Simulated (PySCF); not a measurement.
## B: interval between two levels

B [He] 2s2 2p1 [2P3/2, M_J = 3/2] → B [He] 2s2 3s1 [2S1/2, M_J = 1/2], as a difference of total energies. Computed with PySCF 2.14 in x2c-SVPall-2c with one added diffuse shell of s type (4s2p1d, 15 functions), with the two-component X2C-1e Hamiltonian. Correlated levels: 1s2 frozen. "Screened" scales the spin-orbit matrix elements by Boettger's factors to mimic the two-electron term; Breit and QED terms are absent.

```csv
method,interval between two levels (cm⁻¹)
GHF (spin-free),40967
GMP2 (spin-free),41139
GHF (screened spin-orbit),40960
GMP2 (screened spin-orbit),41132
```

Errors of the correlated levels include the incompleteness of this basis and the frozen core.

For comparison: 40024 cm⁻¹ (measured; NIST Handbook of Basic Atomic Spectroscopic Data (Sansonetti and Martin, J. Phys. Chem. Ref. Data 34, 1559 (2005))).
